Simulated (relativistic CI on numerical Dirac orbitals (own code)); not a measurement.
## Ho2+: 4f valence photoemission

Computed with this model: Dirac-Coulomb-Breit CI, KLI orbitals optimised for each configuration, a model potential for QED, valence Slater integrals scaled by 0.8, multiplet model of photoemission in the sudden approximation; configurations [Xe] 4f11 → [Xe] 4f10; 300 K; Lorentzian 0.1 eV and Gaussian 0.3 eV FWHM. Energies are those of the free ion, without screening or charge transfer. The energies are binding energies and can lie tens of eV above those of solids. S is read from ⟨S²⟩ = S(S + 1).

Computed curve for free ion, scaled to 100 at the maximum (points under 2 are left out and the grid is thinned):

| Energy (eV) | Intensity |
| --- | --- |
| 18.1 | 2.0 |
| 18.2 | 2.9 |
| 18.3 | 4.6 |
| 18.4 | 9.4 |
| 18.5 | 23.5 |
| 18.7 | 91.2 |
| 18.8 | 100.0 |
| 18.9 | 70.8 |
| 19.0 | 35.6 |
| 19.1 | 18.5 |
| 19.2 | 18.5 |
| 19.3 | 27.1 |
| 19.4 | 32.3 |
| 19.6 | 18.2 |
| 19.7 | 15.3 |
| 19.8 | 16.2 |
| 19.9 | 14.7 |
| 20.0 | 10.9 |
| 20.1 | 8.0 |
| 20.2 | 6.3 |
| 20.3 | 4.9 |
| 20.4 | 4.8 |
| 20.6 | 14.3 |
| 20.7 | 24.0 |
| 20.8 | 30.6 |
| 20.9 | 34.1 |
| 21.0 | 42.5 |
| 21.1 | 51.3 |
| 21.2 | 47.2 |
| 21.3 | 34.6 |
| 21.5 | 44.8 |
| 21.6 | 63.2 |
| 21.7 | 70.4 |
| 21.8 | 68.7 |
| 21.9 | 75.3 |
| 22.0 | 88.2 |
| 22.1 | 83.7 |
| 22.2 | 58.3 |
| 22.4 | 23.3 |
| 22.5 | 30.7 |
| 22.6 | 49.4 |
| 22.7 | 60.1 |
| 22.8 | 48.8 |
| 22.9 | 27.8 |
| 23.0 | 13.9 |
| 23.1 | 9.5 |
| 23.2 | 9.8 |
| 23.4 | 11.4 |
| 23.5 | 11.3 |
| 23.6 | 9.1 |
| 23.7 | 5.5 |
| 23.8 | 3.0 |
| 25.4 | 3.4 |
| 25.5 | 5.4 |
| 25.6 | 6.6 |
| 25.8 | 5.0 |
| 25.9 | 3.7 |
| 26.0 | 3.0 |
| 26.1 | 2.4 |
| 26.9 | 2.1 |

The ground state has S = 1.48, and the centroid lies at 21.15 eV.
